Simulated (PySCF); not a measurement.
A GIAO shielding run with PySCF (density fitting, non-relativistic, gas phase) on `C1(BF)=C(Cl)C1`, C3H3BClF:

```
$ OMP_NUM_THREADS=1 python probes_run.py task.json out

{"job": {"kind": "nmr", "xc": "wB97X-D", "basis": "pcSseg-2", "pop": false}, "charge": 0, "multiplicity": 1}
F      2.229424    -1.406890    -0.458771
B      1.713036    -0.224012    -0.158010
C      0.191473    -0.089961    -0.039572
C     -1.014236    -0.601176    -0.064234
Cl    -1.985727    -1.954227    -0.262857
C     -1.010517     0.836503     0.230261
H      2.474353     0.698748     0.012640
H     -1.325763     1.550545    -0.545406
H     -1.207487     1.181133     1.256581
```

Hardware: 1 thread of an Arm Neoverse V1, shared host. The job also computes ring-centre shieldings.

(1) How large is the calculation?

(2) How long does it take, and how much memory does it need?

(3) And these other runs on the same molecule and hardware: GIAO shielding at B97-2/pcSseg-2; GIAO shielding at BHandHLYP/pcSseg-2; GIAO shielding at CAM-B3LYP/pcSseg-2; GIAO shielding at LC-wPBE/pcSseg-2; GIAO shielding at PBE0/6-31G; GIAO shielding at PBE0/STO-3G?

Results:

(1) 52 electrons, 265 basis functions and 744 auxiliary functions.

(2) 42 s of wall time, with 15 SCF cycles and 7 response iterations; peak memory 1.1 GiB. Times on a shared host scatter by some tens of per cent.

(3) B97-2/pcSseg-2: 265 functions, 30 s; BHandHLYP/pcSseg-2: 265 functions, 29 s; CAM-B3LYP/pcSseg-2: 265 functions, 41 s; LC-wPBE/pcSseg-2: 265 functions, 52 s; PBE0/6-31G: 64 functions, 5.3 s; PBE0/STO-3G: 37 functions, 2.8 s.
